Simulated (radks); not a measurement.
Results of a calculation; reference values are marked as such.
Os, 76 electrons, occupied as [Xe] 4f14 5d6 6s2 (the NIST ground configuration).

Level of theory: scalar-relativistic Kohn-Sham, PBE, spin-polarised, spherical densities, point nucleus; open shells are filled with parallel spins first (spin-orbit coupling, left out, can overturn this in heavy ions) (a radial shooting solver on a logarithmic mesh with Libxc functionals).

Energy parts (hartree):
| part | energy |
|---|---|
| total | -17253.9427 |
| kinetic | 19128.5905 |
| electron-nucleus | -42767.0518 |
| Hartree | 6722.7808 |
| exchange-correlation | -338.2622 |

Orbitals (lengths in bohr, moments of r in powers of bohr):
\begin{tabular}{lrrrrr}
orbital & occ. & eigenvalue (hartree) & <r^4> & <r> & <r^2> \\ \hline
1s down & 1 & -2715.063 & 5.117e-07 & 0.01773 & 0.0004332 \\
1s up & 1 & -2715.063 & 5.117e-07 & 0.01773 & 0.0004332 \\
2s up & 1 & -472.8429 & 0.00007619 & 0.07489 & 0.006639 \\
2s down & 1 & -472.8351 & 0.00007619 & 0.07489 & 0.006639 \\
2p up & 3 & -411.6727 & 0.00006063 & 0.06728 & 0.005532 \\
2p down & 3 & -411.6664 & 0.00006063 & 0.06728 & 0.005532 \\
3s up & 1 & -110.0304 & 0.002781 & 0.1939 & 0.04298 \\
3s down & 1 & -110.0278 & 0.002781 & 0.1939 & 0.04297 \\
3p up & 3 & -92.07311 & 0.003018 & 0.1945 & 0.04388 \\
3p down & 3 & -92.07020 & 0.003018 & 0.1945 & 0.04388 \\
3d up & 5 & -72.03111 & 0.002327 & 0.1762 & 0.03637 \\
3d down & 5 & -72.02570 & 0.002326 & 0.1762 & 0.03637 \\
4s up & 1 & -23.21630 & 0.06411 & 0.4318 & 0.2104 \\
4s down & 1 & -23.20895 & 0.06411 & 0.4318 & 0.2104 \\
4p up & 3 & -17.32748 & 0.08562 & 0.4594 & 0.2400 \\
4p down & 3 & -17.32069 & 0.08556 & 0.4594 & 0.2400 \\
4d up & 5 & -10.02162 & 0.1230 & 0.4891 & 0.2769 \\
4d down & 5 & -10.01366 & 0.1225 & 0.4889 & 0.2766 \\
5s up & 1 & -3.38582 & 1.912 & 1.009 & 1.142 \\
5s down & 1 & -3.32248 & 1.869 & 1.003 & 1.129 \\
4f up & 7 & -1.90738 & 0.3294 & 0.5579 & 0.3846 \\
5p up & 3 & -1.89843 & 3.722 & 1.173 & 1.559 \\
4f down & 7 & -1.89331 & 0.3172 & 0.5552 & 0.3798 \\
5p down & 3 & -1.81693 & 3.655 & 1.166 & 1.541 \\
5d up & 5 & -0.26537 & 29.72 & 1.789 & 3.846 \\
6s up & 1 & -0.24553 & 153.2 & 2.913 & 9.703 \\
6s down & 1 & -0.19703 & 207.0 & 3.102 & 11.09 \\
5d down & 1 & -0.17600 & 42.36 & 1.876 & 4.338 \\
\end{tabular}

The highest occupied level is 5d down at -4.789 eV. The density falls to 0.001 e/bohr^3 at r = 4.61 bohr. Summed over all electrons, <r^2> = 66.67 bohr^2, which gives a Langevin (diamagnetic) susceptibility term of -52.8 x 10^-6 cm^3/mol.
